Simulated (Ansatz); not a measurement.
A made-up structure of BGeH3Cl (charge +1), closed shell:

```csv
atom,x (Å),y (Å),z (Å)
B1,-0.9351,0.3032,-0.6636
Ge2,0.6499,-0.0504,0.6178
Cl3,1.8033,-1.7104,0.1857
H4,-1.9697,-0.2093,-0.3872
H5,-0.0364,0.0127,1.9614
H6,1.1646,0.6837,1.8584
```

It is relaxed with PBE-D4/def2-SVP and then PBE0-D4/def2-TZVP (Ansatz 0.2.0). Atoms count as bonded within 1.22 times the sum of their covalent radii (H–H: 0.88 Å). The end point is not checked to be a true minimum.

Does its bonding change? (Judge from chemistry; the calculation decides.)

The calculation gives: Yes. Formed: B1–H5; broken: Ge2–H5.

Where it ends: The first stage lowers the energy by 3.99 eV in 21 steps. It ends as BGeH₃Cl ([BH2][GeH][Cl]), total charge +1:
```
6
angstrom
B -1.0680 -0.1350 0.4915
Ge 0.9783 0.0277 0.7480
Cl 2.0768 -1.6484 0.2408
H -1.4991 0.1758 -0.5702
H -1.6898 -0.5506 1.4136
H 1.8785 1.1600 1.2488
```

Labels in which every atom is bracketed show which atoms are joined, not bond orders.

For scale, one of the runs: PBE0-D4/def2-TZVP relaxation, 134 basis functions, launched by `ansatz run in.yaml --threads 2 --pin off --events-out ev --progress --plain --max-ram 4352MiB`. Hardware: 2 CPU threads of an Arm Neoverse V2, shared host. Wall time about 24 s.
